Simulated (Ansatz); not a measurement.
Geometry optimisation, RKS PBE/def2-SVP in Ansatz.

Input:

```yaml
crystal:
  periodic: [false, false, false]
  atoms:
    - { symbol: Ga, position_ang: [0.0, 0.0, 0.0] }
    - { symbol: H, position_ang: [0.0, 0.0, 1.92] }
    - { symbol: H, position_ang: [1.3596, 0.0, -0.785] }
    - { symbol: H, position_ang: [-1.3596, 0.0, -0.785] }
    - { symbol: Si, position_ang: [0.1099, -2.4934, 0.8293] }
    - { symbol: H, position_ang: [-0.68, -3.3385, -0.0614] }
    - { symbol: H, position_ang: [1.4976, -2.9474, 0.826] }
    - { symbol: H, position_ang: [-0.4266, -2.5804, 2.1843] }
    - { symbol: H, position_ang: [0.043, -0.9746, 1.9843] }
basis:
  gaussian: { orbitals: def2-SVP }
hamiltonian:
  xc: pbe
relax:
  f_tol: 0.15
  max_steps: 25
  restrain:
    - { distance: [0, 4], at: 3.53, k: 30.0 }
    - { distance: [8, 1], at: 1.86, k: 30.0 }
    - { distance: [0, 1], at: 1.57, k: 30.0 }
    - { distance: [8, 4], at: 1.46, k: 30.0 }
```

Command:

```bash
$ ansatz run input.yaml --threads 2 --pin off --max-ram 3072MiB --backend cpu --events-out ev --progress --plain --runs-dir out
```

Problem. Where does it end, and by what steps?

Solution. It converged. The restraints hold the end off the free minimum. After 7 steps the energy has fallen by 1.932 eV (the restraints' own energy left out); H8 moved furthest, 0.81 Å. Parted: Ga1–Si5 (2.63 → 3.53 Å). Joined: Si5–H9 (1.91 → 1.49 Å).

| step | energy less start (eV) | largest force component (eV/Å) | accepted |
| --- | --- | --- | --- |
| 0 | 0.0000 | 1.860 | yes |
| 1 | 0.3796 | 2.271 | yes |
| 2 | 0.1905 | 2.734 | yes |
| 3 | -0.5425 | 1.825 | yes |
| 4 | -1.3182 | 1.390 | yes |
| 5 | -1.7648 | 0.902 | yes |
| 6 | -1.9329 | 0.568 | yes |
| 7 | -1.9324 | 0.688 | yes |

```xyz
9
Properties=species:S:1:pos:R:3
Ga -0.016 0.456 -0.038
H 0.003 0.522 1.532
H 1.350 0.428 -0.833
H -1.397 0.349 -0.799
Si 0.122 -2.825 1.244
H -0.695 -3.343 0.095
H 1.547 -3.274 1.096
H -0.452 -3.309 2.544
H 0.080 -1.337 1.271
```

Run time: 12 s on 2 threads of Intel(R) Xeon(R) 6975P-C (Granite Rapids) (shared host), peak memory 0.16 GiB.
